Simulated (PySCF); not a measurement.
Species: C7H8NO (doublet state).
Cartesian coordinates in Å at the GFN2-xTB level; atoms count from 1:
```xyz
17
C7H8NO angstrom
O      2.7022   -0.9518    0.4524
C      2.6257    0.0951   -0.1391
N      1.4700    0.7403   -0.4409
C      0.2054    0.2151   -0.1601
C     -0.3949   -1.1906   -0.4605
C     -1.4776   -0.5405   -1.1939
C     -1.2384    0.7366   -0.4243
C     -1.5985    0.3324    1.0197
C     -0.3916   -0.5894    0.9442
H      3.5069    0.6581   -0.4972
H      1.4954    1.5835   -0.9954
H      0.1266   -2.1034   -0.6846
H     -1.6296   -0.6113   -2.2536
H     -1.5043    1.7104   -0.8200
H     -2.5725   -0.1363    1.1539
H     -1.4576    1.1352    1.7397
H      0.1257   -1.0715    1.7544
```

The hyperfine couplings belong to this conformer and change with its torsions.

As a line formula: `O=CN[C@]12[C@@H]3[CH][C@H]1C[C@@H]32` [radical].

Level of theory: PySCF, UKS B3LYP, pcH-1 on C H N O, non-relativistic, mean-field spin-orbit, GIAO. The structure is a single GFN2-xTB conformer in the gas phase; no vibrational or solvent corrections. Couplings are sensitive to structure, and on GFN2-xTB geometries they can be far from those on DFT ones. No stability test was run, so a lower SCF solution isn't excluded.

Q: Give the principal g shifts and their parts.

A: 
```csv
Δg (ppm),1,2,3
relativistic mass correction,-165,-165,-165
gauge correction,14,27,11
orbital Zeeman/spin–orbit,-159,527,731
total,-309,390,577
```

So g = 2.00201, 2.00271, 2.00290 and g_iso = 2.00254; the tensor is rhombic: the two nearest values differ by 21 % of g3 − g1. 

Q: What effective moment and Curie constant follow for a powder?

A: With the mean of g² = 4.0102 and S(S+1) = 0.75: μ_eff = √(⟨g²⟩S(S+1)) = 1.734 μB and χT = 0.12505·⟨g²⟩·S(S+1) = 0.376 cm³ K/mol (cgs; spin-Hamiltonian part alone).

Q: What are the electron Larmor frequencies g μB B/h along the three axes at 1200 mT?

A: 33.6247, 33.6365, 33.6396 GHz for g1, g2 and g3, a range of 14.9 MHz.

Q: In a frozen sample, at which fields do the three g values resonate at 9.5, 34, 94 and 263 GHz (hyperfine left aside), and which band first spreads them over more than twice a line width of 1.0 mT?

A: 
| band | GHz | B(g3) mT | B(g2) mT | B(g1) mT | spread mT |
| --- | --- | --- | --- | --- | --- |
| X | 9.5 | 338.89 | 338.92 | 339.04 | 0.15 |
| Q | 34.0 | 1212.86 | 1212.97 | 1213.39 | 0.54 |
| W | 94.0 | 3353.19 | 3353.50 | 3354.67 | 1.48 |
| J | 263.0 | 9381.79 | 9382.67 | 9385.95 | 4.15 |

The spread grows in proportion to the frequency. J band is the first where it exceeds 2.0 mT.

Largest spin populations (Mulliken): C6 (+0.93) and C4 (+0.12). C6 is the only atom above +0.15. The angles at C6 add up to 340.6°, so it is pyramidal.

The HOMO–LUMO gaps are 4.75 eV among the α and 5.31 eV among the β orbitals.
